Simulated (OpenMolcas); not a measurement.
**P: CASPT2 settings compared**

```yaml
Program: OpenMolcas
Basis: ANO-R1 [4s3p1d]
Scalar_Hamiltonian: X2C, finite nucleus
Active_space: 3 electrons in 3 orbitals (3p)
State_averaging: 2S+1 = 4 odd, 1 root; 2S+1 = 2 odd, 8 roots kept (CI in the orbitals of an earlier block)
Spin-orbit_coupling: RASSI with atomic mean-field integrals over the reference wave functions, term energies averaged over their components
```

Methods on the same reference wave functions:
A. CASSCF
B. SS-CASPT2, IPEA 0.2 Eh, sigma1 regulariser 0.05 Eh (closed shells correlated: 2s 2p 3s)
C. SS-CASPT2, IPEA 0.1 Eh, real shift 0.3 Eh (closed shells correlated: 2s 2p 3s)
D. XMS-CASPT2, IPEA 0.2 Eh, sigma1 regulariser 0.15 Eh (closed shells correlated: 2s 2p 3s)

Energies in cm⁻¹ above 3s² 3p³ ⁴S°_3/2, the measured ground level; measured values from NIST Handbook of Basic Atomic Spectroscopic Data.

| Level | A | B | C | D | Measured |
| --- | --- | --- | --- | --- | --- |
| 3s² 3p³ ⁴S°_3/2 | 0.0 | 0.0 | 0.0 | 0.0 | 0.0 |
| 3s² 3p³ ²D°_3/2 | 15816 | 14130 | 14370 | 13970 | 11361 |
| 3s² 3p³ ²D°_5/2 | 15821 | 14140 | 14380 | 13980 | 11377 |
| 3s² 3p³ ²P°_1/2 | 26367 | 22890 | 23200 | 22520 | 18723 |
| 3s² 3p³ ²P°_3/2 | 26375 | 22900 | 23210 | 22530 | 18748 |

Deviations, from unrounded energies. A percentage is the sum of absolute deviations over the sum of measured energies, with the sign that they share, or ± where signs differ.

```tsv
Against measurement	Levels	A	B	C	D
mean absolute deviation (cm-1)	4	6000	3500	3700	3200
other terms of the ground configuration (%)	4	+40.1	+23.0	+24.8	+21.3
```

D lies closest to measurement on these levels and A furthest from it. The largest miss of D in the table is 3s² 3p³ ²P°_1/2, by +3800 cm-1. The ranking rests on the paired levels alone, and a cruder setting can come out closer through cancelling errors.

Among B to D the level of the table that moves most is 3s² 3p³ ²P°_1/2, by 680 cm-1 (lowest in D, highest in C). Moves below CASPT2's spread within the term are not significant.

The mean deviations of B to D differ by less than CASPT2's widest spread within a term (1200 cm-1), so their order carries little weight.

From A to B the spin-free energies of the other terms of 3s² 3p³ shown, above ⁴S°, scale by factors of 0.87 to 0.89.

The lowest spin-free term lies below A's lowest term by 0.075 hartree in B, 0.077 hartree in C, 0.075 hartree in D.

CASPT2 breaks the degeneracy within a term, and the mean is taken; among the terms shown or strongly mixed into the levels shown the widest spread is 1200 cm-1 (3s² 3p³ ²D°, D). Terms from blocks run as CI alone lack orbitals of their own. With the s shell closed, the reference lacks s² → p² mixing. Without dynamic correlation excited terms often stand tens of per cent too high (terms of higher spin than the ground term too low), and those without a measured partner can miss by more than the paired ones (holds for A). Some terms miss by over 15 % even with CASPT2, which points to a basis or an active space too small for the shells correlated (holds for B; C; D). Measured partners are found by configuration, term and J. A level has none where our copy of the source lacks it or the pairing is in doubt (some pairs that miss far off the trend of their configuration count as doubtful), and it then counts in no deviation. Only configurations of the active space appear.

° marks odd parity.
